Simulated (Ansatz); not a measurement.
C$_{4}$H$_{14}$OSi$_{2}$ (`C[SiH](C)O[SiH](C)C`), relaxed with RKS PBE0-D4/def2-TZVP in the Gaussian-basis code of Ansatz from a PBE-D4/def2-SVP geometry. The force threshold is 0.005 eV/Å; the program also tests the step.

Charge 0, multiplicity 1.

Start:

```xyz
21

C    -0.416   -0.813   -2.261
Si    0.337    0.622   -1.300
C     0.009    2.261   -2.157
O    -0.342    0.703    0.234
Si   -0.374   -0.050    1.736
C    -0.949   -1.837    1.554
C     1.330    0.029    2.534
H     0.013   -0.874   -3.283
H    -0.227   -1.782   -1.755
H    -1.514   -0.687   -2.357
H     1.828    0.402   -1.168
H    -1.081    2.436   -2.263
H     0.435    3.104   -1.577
H     0.462    2.276   -3.170
H    -1.366    0.715    2.572
H    -1.927   -1.889    1.033
H    -0.218   -2.436    0.971
H    -1.066   -2.319    2.547
H     2.078   -0.528    1.933
H     1.677    1.079    2.623
H     1.311   -0.412    3.552
```

Problem. How much energy does the relaxation release, and in how many steps? (Best estimate.)

Solution. The calculation gave: 2.89 kcal/mol, in 24 steps.

Problem. Which bonds change most? (Best estimate.)

Solution. Computed: O4–Si5 from 1.680 to 1.640 Å; Si2–O4 from 1.679 to 1.640 Å; C1–Si2 from 1.885 to 1.864 Å; Si5–C7 from 1.884 to 1.863 Å.

Problem. Give the relaxed structure. (An estimate is asked.)

Solution. Ansatz gave: 
```xyz
21

C    -0.695   -0.734   -2.307
Si    0.270    0.507   -1.305
C     0.222    2.196   -2.080
O    -0.359    0.615    0.205
Si   -0.393   -0.094    1.684
C    -0.700   -1.927    1.516
C     1.208    0.231    2.581
H    -0.287   -0.819   -3.318
H    -0.661   -1.724   -1.847
H    -1.744   -0.435   -2.390
H     1.688    0.044   -1.202
H    -0.807    2.559   -2.155
H     0.791    2.914   -1.485
H     0.650    2.176   -3.086
H    -1.520    0.530    2.431
H    -1.629   -2.122    0.975
H     0.118   -2.415    0.977
H    -0.779   -2.398    2.499
H     2.053   -0.210    2.045
H     1.390    1.304    2.676
H     1.184   -0.198    3.586
```
